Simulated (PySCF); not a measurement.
Compound: C9H7 (doublet state).
Geometry (GFN2-xTB, Å), atoms numbered from 1 in this order:
```
atom  x, y, z in Å
C1     0.6782    3.2535   -0.0857
C2     0.5198    2.0840    0.1273
C3     0.3564    0.6889    0.3693
C4     1.4808   -0.1191    0.2514
C5     2.4819   -0.8290    0.1366
C6     3.5630   -1.6040    0.0147
C7    -0.8401    0.1989    0.7007
C8    -2.0026   -0.2882    0.9789
C9    -2.9971   -0.7663   -0.0411
H10    0.8130    4.2769   -0.2720
H11    4.5144   -1.1865   -0.2639
H12    3.5058   -2.6635    0.1929
H13   -2.3255   -0.3736    2.0124
H14   -3.2420   -1.8114    0.1444
H15   -2.5990   -0.6676   -1.0475
H16   -3.9147   -0.1841    0.0375
```

The species is `C#CC([C]=CC)=C=C=C` [radical].

Method used: PySCF, UKS B3LYP, pcH-1 on C H, non-relativistic, mean-field spin-orbit, GIAO. Geometry: GFN2-xTB; no solvent, vibrations or thermal averaging. Couplings are sensitive to structure, and on GFN2-xTB geometries they can be far from those on DFT ones. No stability test was run, so a lower SCF solution isn't excluded. ⟨S²⟩ is 0.788 where a pure state has 0.75.

Q: Where do the isotropic ENDOR lines of H13, H12, H11, H10 and H14/H15/H16 fall at 333.7 mT, to first order?

A: For S = 1/2 in fast tumbling each set of equivalent nuclei gives two lines, ν± = |νn ± a/2| to first order, with νn = g_N μN B/h and μN/h = 7.62259 MHz/T.

```tsv
nuclei	isotope	g_N	νn (MHz)	a_iso (MHz)	lower line (MHz)	upper line (MHz)
H13	1H	5.5857	14.21	59.51	15.54	43.96
H12	1H	5.5857	14.21	-44.54	8.06	36.48
H11	1H	5.5857	14.21	-44.52	8.05	36.47
H10	1H	5.5857	14.21	4.19	12.11	16.30
H14/H15/H16	1H	5.5857	14.21	-2.69	12.86	15.55
```

Q: Which pairs are centred on the nuclear Larmor frequency, and which on half the coupling?

A: Centred on νn, since |a| < 2νn: H10 and H14/H15/H16. Centred on |a|/2 and split by 2νn: H13, H12 and H11.

Class means assume fast exchange of nuclei equivalent by connectivity; if that motion is slow, each nucleus keeps its own coupling. H11 and H12 aren't averaged: C6 is flat or nearly so (angle sum 360°), and its turn about the short C6–C5 bond (1.34 Å) is taken as slow.

Largest spin populations (Mulliken): C6 (+0.66), C4 (+0.47), C7 (+0.37) and C5 (-0.24). Three atoms exceed +0.15. The angles at C6 add up to 360.0°, so it is planar; its axial dipolar tensor and the negative couplings of its protons fit spin in a p orbital normal to that plane.

The SMILES draws the unpaired electron on C7; the largest computed Mulliken spin population is on C6 (0.66 against 0.37).
